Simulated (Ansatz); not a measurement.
System: C4H5N, charge 0, singlet. C4H5N (SMILES C(/C#N)=C/C).
B3LYP-D3(BJ)/def2-TZVP minimum from Ansatz (a first-principles code):
```xyz
10

C     -1.8122    -0.0744     0.0629
C     -0.6993    -1.0628     0.0570
C      0.6056    -0.7788     0.0044
C      1.1118     0.5510    -0.0546
N      1.5346     1.6227    -0.1026
H     -1.4497     0.9516     0.0183
H     -2.4782    -0.2482    -0.7869
H     -2.4197    -0.1928     0.9645
H     -0.9762    -2.1110     0.0994
H      1.3467    -1.5680     0.0047
```
Charge 0, spin multiplicity 1.

Total energies in hartree (Ansatz). Open shells are spin-unrestricted; no spin-orbit coupling. Correlated methods leave the cores frozen. No relativity. Where a partner has so few electrons that a lower coupled-cluster level is exact, that level stands in. The restricted determinant of C4H5N (C/C=C\C#N, singlet) is unstable towards broken spin symmetry in at least one set run.

| species | HF/cc-pVTZ | CCSD(T)/cc-pVTZ | HF/cc-pVQZ | CCSD(T)/cc-pVQZ | CCSD(T)/cc-pVDZ | CCSDT(Q)/cc-pVDZ |
|---|---|---|---|---|---|---|
| 1: C4H5N (SMILES C(/C=C\C)#N) | -208.88095 | -209.77914 | -208.89445 | -209.83893 | -209.57433 | -209.57762 |
| 2: C (triplet) | -37.69157 | -37.78076 | -37.69331 | -37.78654 | -37.76038 | -37.76071 |
| 3: N (quartet) | -54.40069 | -54.51471 | -54.40372 | -54.52482 | -54.47850 | -54.47866 |
| 4: H (doublet) | -0.49981 | -0.49981 | -0.49995 | -0.49995 | -0.49928 | -0.49928 |

Q: Work out the atomisation energy (electronic, to ground-state atoms) in kcal/mol: take Hartree-Fock from cc-pVQZ, extrapolate the CCSD(T) correlation energy as X^-3 (X = 3, 4), and add CCSDT(Q) - CCSD(T) in cc-pVDZ. 1 hartree = 627.51 kcal/mol.

A: 
Species 1: correlation (64·(-0.94448) - 27·(-0.89819))/37 = -0.97826; step -0.00329; E1 = -208.89445 + (-0.97826) + (-0.00329) = -209.87600
Species 2: correlation (64·(-0.09323) - 27·(-0.08919))/37 = -0.09618; step -0.00033; E2 = -37.69331 + (-0.09618) + (-0.00033) = -37.78982
Species 3: correlation (64·(-0.12110) - 27·(-0.11402))/37 = -0.12627; step -0.00016; E3 = -54.40372 + (-0.12627) + (-0.00016) = -54.53015
Species 4: correlation (64·(0.00000) - 27·(0.00000))/37 = 0.00000; step +0.00000; E4 = -0.49995 + (0.00000) + (+0.00000) = -0.49995
-1·E1 +4·E2 +1·E3 +5·E4 = 1.68682 hartree = 1058.5 kcal/mol.
